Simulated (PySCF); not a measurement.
diboron tetrachloride (B₂Cl₄), singlet, at a GFN2-xTB geometry; CASSCF(8,7)/STO-3G (PySCF).

Input for PySCF:
```python
from pyscf import gto, scf, mcscf
import numpy

mol = gto.Mole()
mol.atom = '''
    Cl   -1.70370372   -1.22468155    0.90502736
    B    -0.84489630   -0.08721974   -0.05878929
    Cl   -1.77666816    0.86539826   -1.14719741
    B     0.84489630    0.08721974    0.05878929
    Cl    1.91746002   -0.83609144   -0.91968689
    Cl    1.56291186    1.19537473    1.16185695
'''
mol.basis = 'sto-3g'
mol.verbose = 4
mol.build()

mf = scf.RHF(mol)
mf.kernel()
mc = mcscf.CASSCF(mf, 7, 8)
mc.fix_spin_(ss=0.0)
mc.kernel()
occ = numpy.linalg.eigvalsh(mc.fcisolver.make_rdm1(mc.ci, mc.ncas, mc.nelecas))[::-1]
ss = mc.fcisolver.spin_square(mc.ci, mc.ncas, mc.nelecas)[0]
print('natural occupations', occ.round(4), ' <S^2>', round(ss, 4))
```

Output, abridged:

```
PySCF version 2.14.0

[INPUT] verbose = 4
[INPUT] num. atoms = 6
[INPUT] num. electrons = 78
[INPUT] charge = 0
[INPUT] spin (= nelec alpha-beta = 2S) = 0
[INPUT] symmetry False subgroup None
[INPUT] Mole.unit = angstrom
[INPUT] Symbol           X                Y                Z      unit          X                Y                Z       unit  Magmom
[...]
nuclear repulsion = 427.099827694012
number of shells = 26
number of NR pGTOs = 138
number of NR cGTOs = 46
basis = sto-3g
ecp = {}

******** <class 'pyscf.scf.hf.RHF'> ********
method = RHF
initial guess = minao
damping factor = 0
level_shift factor = 0
DIIS = <class 'pyscf.scf.diis.CDIIS'>
diis_start_cycle = 1
diis_space = 8
diis_damp = 0
SCF conv_tol = 1e-09
SCF conv_tol_grad = None
SCF max_cycles = 50
direct_scf = True
direct_scf_tol = 1e-13
Set gradient conv threshold to 3.16228e-05
Initial guess from minao.
init E= -1867.03803242405
[...]
cycle= 1 E= -1867.06035980049  delta_E= -0.0223  |g|= 0.58  |ddm|= 3.26
[...]
cycle= 2 E= -1867.19563508868  delta_E= -0.135  |g|= 0.232  |ddm|= 1.44
[...]
cycle= 3 E= -1867.21660166871  delta_E= -0.021  |g|= 0.0364  |ddm|= 0.403
[...]
cycle= 4 E= -1867.21755047088  delta_E= -0.000949  |g|= 0.00375  |ddm|= 0.125
[...]
cycle= 5 E= -1867.21756486081  delta_E= -1.44e-05  |g|= 0.00123  |ddm|= 0.0122
[...]
cycle= 6 E= -1867.21756645703  delta_E= -1.6e-06  |g|= 0.000176  |ddm|= 0.00469
[...]
cycle= 7 E= -1867.21756648917  delta_E= -3.21e-08  |g|= 1.47e-05  |ddm|= 0.00071
[...]
cycle= 8 E= -1867.21756648932  delta_E= -1.51e-10  |g|= 1.58e-06  |ddm|= 4.49e-05
[...]
Extra cycle  E= -1867.21756648932  delta_E=    0  |g|= 5.3e-07  |ddm|= 3.86e-06
converged SCF energy = -1867.21756648932

******** <class 'pyscf.mcscf.mc1step.CASSCF'> ********
CAS (4e+4e, 7o), ncore = 35, nvir = 4
max_cycle_macro = 50
max_cycle_micro = 4
conv_tol = 1e-07
conv_tol_grad = None
orbital rotation max_stepsize = 0.02
orbital rotation threshold for CI restart = 0.01
augmented hessian ah_max_cycle = 30
augmented hessian ah_conv_tol = 1e-12
augmented hessian ah_linear dependence = 1e-14
augmented hessian ah_level shift = 1e-08
augmented hessian ah_start_tol = 2.5
augmented hessian ah_start_cycle = 3
augmented hessian ah_grad_trust_region = 3
kf_trust_region = 3
kf_interval = 4
ci_response_space = 4
ci_grad_trust_region = 3
with_dep4 0
natorb = False
canonicalization = True
sorting_mo_energy = False
ao2mo_level = 2
internal_rotation = False
******** <class 'pyscf.fci.addons.SpinPenaltyFCISolver'> ********
max. cycles = 50
conv_tol = 1e-08
davidson only = True
linear dependence = 1e-12
level shift = 0.001
max iter space = 12
nroots = 1
pspace_size = 400
spin = None
CASCI E = -1867.21949692360  S^2 = 0.0000000
Set conv_tol_grad to 0.000316228
macro iter   1 ( 21 JK    4 micro), CASSCF E = -1867.22119567263  dE = -1.69874903e-03  S^2 = 0.0000000
               |grad[o]|=0.004  |grad[c]|=0.0184  |ddm|=0.00646  |maxRot[o]|=0.313
macro iter   2 ( 21 JK    4 micro), CASSCF E = -1867.22441284957  dE = -3.21717694e-03  S^2 = 0.0000000
               |grad[o]|=0.00469  |grad[c]|=0.0208  |ddm|=0.00886  |maxRot[o]|=  0.3
macro iter   3 ( 21 JK    4 micro), CASSCF E = -1867.22853019671  dE = -4.11734714e-03  S^2 = 0.0000000
               |grad[o]|=0.00576  |grad[c]|=0.0107  |ddm|=0.00552  |maxRot[o]|=0.315
macro iter   4 ( 21 JK    4 micro), CASSCF E = -1867.23245387119  dE = -3.92367447e-03  S^2 = 0.0000000
               |grad[o]|=0.00746  |grad[c]|=0.00863  |ddm|=0.00516  |maxRot[o]|=0.315
macro iter   5 ( 21 JK    4 micro), CASSCF E = -1867.23317554243  dE = -7.21671246e-04  S^2 = 0.0000000
               |grad[o]|=0.00358  |grad[c]|=0.0348  |ddm|=0.0116  |maxRot[o]|=0.174
macro iter   6 ( 21 JK    4 micro), CASSCF E = -1867.23375091330  dE = -5.75370873e-04  S^2 = 0.0000000
               |grad[o]|=0.00292  |grad[c]|=0.0607  |ddm|=0.0253  |maxRot[o]|=0.159
macro iter   7 ( 21 JK    4 micro), CASSCF E = -1867.23481245317  dE = -1.06153987e-03  S^2 = 0.0000000
               |grad[o]|=0.00465  |grad[c]|=0.0265  |ddm|=0.00879  |maxRot[o]|= 0.16
macro iter   8 ( 21 JK    4 micro), CASSCF E = -1867.23671848861  dE = -1.90603544e-03  S^2 = 0.0000000
               |grad[o]|=0.00462  |grad[c]|=0.0141  |ddm|=0.00457  |maxRot[o]|=0.159
macro iter   9 ( 12 JK    3 micro), CASSCF E = -1867.23864013951  dE = -1.92165091e-03  S^2 = 0.0000000
               |grad[o]|=0.00522  |grad[c]|=0.0116  |ddm|=0.0251  |maxRot[o]|=0.116
macro iter  10 ( 21 JK    4 micro), CASSCF E = -1867.24128145207  dE = -2.64131255e-03  S^2 = 0.0000000
               |grad[o]|=0.00604  |grad[c]|=0.0133  |ddm|=0.042  |maxRot[o]|= 0.22
macro iter  11 ( 21 JK    4 micro), CASSCF E = -1867.24385996113  dE = -2.57850906e-03  S^2 = 0.0000000
               |grad[o]|=0.0063  |grad[c]|=0.0341  |ddm|=0.0181  |maxRot[o]|=0.182
macro iter  12 ( 17 JK    4 micro), CASSCF E = -1867.24573692620  dE = -1.87696507e-03  S^2 = 0.0000000
               |grad[o]|=0.00627  |grad[c]|=0.0145  |ddm|=0.0199  |maxRot[o]|=0.0941
macro iter  13 ( 21 JK    4 micro), CASSCF E = -1867.24680294387  dE = -1.06601767e-03  S^2 = 0.0000000
               |grad[o]|=0.00496  |grad[c]|=0.0184  |ddm|=0.0134  |maxRot[o]|=0.118
macro iter  14 ( 17 JK    4 micro), CASSCF E = -1867.24700977697  dE = -2.06833099e-04  S^2 = 0.0000000
               |grad[o]|=0.00429  |grad[c]|=0.00571  |ddm|=0.00235  |maxRot[o]|=0.128
macro iter  15 (  7 JK    2 micro), CASSCF E = -1867.24789887618  dE = -8.89099217e-04  S^2 = 0.0000000
               |grad[o]|=0.00388  |grad[c]|=0.00233  |ddm|=0.0133  |maxRot[o]|=0.0695
macro iter  16 (  7 JK    2 micro), CASSCF E = -1867.24884768372  dE = -9.48807534e-04  S^2 = 0.0000000
               |grad[o]|=0.004  |grad[c]|=0.00417  |ddm|=0.0114  |maxRot[o]|=0.0696
macro iter  17 (  7 JK    2 micro), CASSCF E = -1867.24979495302  dE = -9.47269298e-04  S^2 = 0.0000000
               |grad[o]|=0.00413  |grad[c]|=0.00559  |ddm|=0.00983  |maxRot[o]|=0.0694
[...]
macro iter  22 ( 12 JK    3 micro), CASSCF E = -1867.25115006789  dE = -9.37405925e-05  S^2 = 0.0000000
               |grad[o]|=0.00159  |grad[c]|=0.0173  |ddm|=0.00134  |maxRot[o]|=0.0919
macro iter  23 ( 12 JK    3 micro), CASSCF E = -1867.25119245259  dE = -4.23846993e-05  S^2 = 0.0000000
               |grad[o]|=0.00142  |grad[c]|=0.016  |ddm|=0.00119  |maxRot[o]|=0.0845
macro iter  24 ( 12 JK    3 micro), CASSCF E = -1867.25119989565  dE = -7.44306749e-06  S^2 = 0.0000000
               |grad[o]|=0.00124  |grad[c]|=0.00755  |ddm|=0.000629  |maxRot[o]|=0.0507
macro iter  25 (  7 JK    2 micro), CASSCF E = -1867.25128589403  dE = -8.59983818e-05  S^2 = 0.0000000
               |grad[o]|=0.00111  |grad[c]|=0.00163  |ddm|=0.000785  |maxRot[o]|=0.0699
macro iter  26 ( 21 JK    4 micro), CASSCF E = -1867.25109567131  dE =  1.90222725e-04  S^2 = 0.0000000
               |grad[o]|=0.00103  |grad[c]|=0.00177  |ddm|=0.000776  |maxRot[o]|=0.115
macro iter  27 ( 21 JK    4 micro), CASSCF E = -1867.25117527509  dE = -7.96037834e-05  S^2 = 0.0000000
               |grad[o]|=0.00124  |grad[c]|=0.00346  |ddm|=0.000532  |maxRot[o]|=0.083
macro iter  28 ( 21 JK    4 micro), CASSCF E = -1867.25118046676  dE = -5.19166815e-06  S^2 = 0.0000000
               |grad[o]|=0.00109  |grad[c]|=0.00156  |ddm|=0.000204  |maxRot[o]|=0.0475
macro iter  29 ( 21 JK    4 micro), CASSCF E = -1867.25119186415  dE = -1.13973849e-05  S^2 = 0.0000000
               |grad[o]|=0.000908  |grad[c]|=0.00191  |ddm|=9.93e-05  |maxRot[o]|=0.0593
macro iter  30 (  7 JK    2 micro), CASSCF E = -1867.25126421768  dE = -7.23535304e-05  S^2 = 0.0000000
               |grad[o]|=0.000815  |grad[c]|=0.00118  |ddm|=0.000613  |maxRot[o]|=0.0602
macro iter  31 (  7 JK    2 micro), CASSCF E = -1867.25133507893  dE = -7.08612547e-05  S^2 = 0.0000000
               |grad[o]|=0.00074  |grad[c]|=0.00177  |ddm|=0.000576  |maxRot[o]|=0.0649
macro iter  32 (  7 JK    2 micro), CASSCF E = -1867.25140098029  dE = -6.59013576e-05  S^2 = 0.0000000
               |grad[o]|=0.000704  |grad[c]|=0.00216  |ddm|=0.000519  |maxRot[o]|=0.0673
macro iter  33 ( 17 JK    4 micro), CASSCF E = -1867.25128562753  dE =  1.15352755e-04  S^2 = 0.0000000
               |grad[o]|=0.000684  |grad[c]|=0.00215  |ddm|=0.000817  |maxRot[o]|=0.0832
macro iter  34 ( 21 JK    4 micro), CASSCF E = -1867.25134758146  dE = -6.19539246e-05  S^2 = 0.0000000
               |grad[o]|=0.000766  |grad[c]|=0.00427  |ddm|=0.000322  |maxRot[o]|=0.0669
macro iter  35 ( 21 JK    4 micro), CASSCF E = -1867.25140925273  dE = -6.16712684e-05  S^2 = 0.0000000
               |grad[o]|=0.00072  |grad[c]|=0.00159  |ddm|=0.000127  |maxRot[o]|=0.056
macro iter  36 ( 21 JK    4 micro), CASSCF E = -1867.25141887341  dE = -9.62068020e-06  S^2 = 0.0000000
               |grad[o]|=0.00064  |grad[c]|=0.00406  |ddm|=0.000419  |maxRot[o]|=0.0268
macro iter  37 ( 21 JK    4 micro), CASSCF E = -1867.25136058285  dE =  5.82905570e-05  S^2 = 0.0000000
               |grad[o]|=0.000675  |grad[c]|=0.00271  |ddm|=0.000456  |maxRot[o]|=0.0667
macro iter  38 ( 21 JK    4 micro), CASSCF E = -1867.25141325419  dE = -5.26713357e-05  S^2 = 0.0000000
               |grad[o]|=0.0008  |grad[c]|=0.0023  |ddm|=0.000269  |maxRot[o]|=0.0537
macro iter  39 ( 21 JK    4 micro), CASSCF E = -1867.25146339391  dE = -5.01397262e-05  S^2 = 0.0000000
               |grad[o]|=0.000687  |grad[c]|=0.00206  |ddm|=0.000267  |maxRot[o]|=0.0578
macro iter  40 ( 17 JK    4 micro), CASSCF E = -1867.25145962143  dE =  3.77247875e-06  S^2 = 0.0000000
               |grad[o]|=0.000584  |grad[c]|=0.00651  |ddm|=0.000334  |maxRot[o]|=0.0462
macro iter  41 ( 21 JK    4 micro), CASSCF E = -1867.25149230428  dE = -3.26828451e-05  S^2 = 0.0000000
               |grad[o]|=0.000551  |grad[c]|=0.00147  |ddm|=0.000205  |maxRot[o]|=0.0342
macro iter  42 ( 12 JK    3 micro), CASSCF E = -1867.25151734624  dE = -2.50419639e-05  S^2 = 0.0000000
               |grad[o]|=0.000486  |grad[c]|=0.00201  |ddm|=0.000326  |maxRot[o]|=0.0654
macro iter  43 ( 21 JK    4 micro), CASSCF E = -1867.25153222991  dE = -1.48836632e-05  S^2 = 0.0000000
               |grad[o]|=0.000454  |grad[c]|=0.00421  |ddm|=0.000424  |maxRot[o]|=0.0406
macro iter  44 (  7 JK    2 micro), CASSCF E = -1867.25157065800  dE = -3.84280911e-05  S^2 = 0.0000000
               |grad[o]|=0.000512  |grad[c]|=0.00166  |ddm|=0.000343  |maxRot[o]|=0.0577
macro iter  45 (  7 JK    2 micro), CASSCF E = -1867.25160151544  dE = -3.08574452e-05  S^2 = 0.0000000
               |grad[o]|=0.000405  |grad[c]|=0.00187  |ddm|=0.000319  |maxRot[o]|=0.0635
macro iter  46 (  7 JK    2 micro), CASSCF E = -1867.25162381827  dE = -2.23028298e-05  S^2 = 0.0000000
               |grad[o]|=0.000309  |grad[c]|=0.00177  |ddm|=0.000312  |maxRot[o]|=0.0666
macro iter  47 (  7 JK    2 micro), CASSCF E = -1867.25163817818  dE = -1.43599043e-05  S^2 = 0.0000000
               |grad[o]|=0.000223  |grad[c]|=0.00132  |ddm|=0.000365  |maxRot[o]|=0.0683
macro iter  48 (  6 JK    2 micro), CASSCF E = -1867.25164502923  dE = -6.85105556e-06  S^2 = 0.0000000
               |grad[o]|=0.00016  |grad[c]|=0.000364  |ddm|=0.000274  |maxRot[o]|=0.0494
macro iter  49 (  4 JK    1 micro), CASSCF E = -1867.25164946349  dE = -4.43425733e-06  S^2 = 0.0000000
               |grad[o]|=0.00013  |grad[c]|=0.00152  |ddm|=0.000208  |maxRot[o]|=0.0397
macro iter  50 (  4 JK    1 micro), CASSCF E = -1867.25165254664  dE = -3.08315566e-06  S^2 = 0.0000000
               |grad[o]|=0.000107  |grad[c]|=0.00153  |ddm|=0.000199  |maxRot[o]|=0.0295
1-step CASSCF not converged,  50 macro (768 JK 163 micro) steps
CASSCF canonicalization
Density matrix diagonal elements [1.99893638 1.98682605 1.98641915 1.98383224 0.01366452 0.01368128
 0.01664037]
CASSCF energy = -1867.25165254664
CASCI E = -1867.25165254664  E(CI) = -12.8009646134894  S^2 = 0.0000000
natural occupations [1.9993 1.9874 1.9864 1.9831 0.0175 0.0136 0.0126]  <S^2> 0.0
```

The run did not converge; its last values are not results.
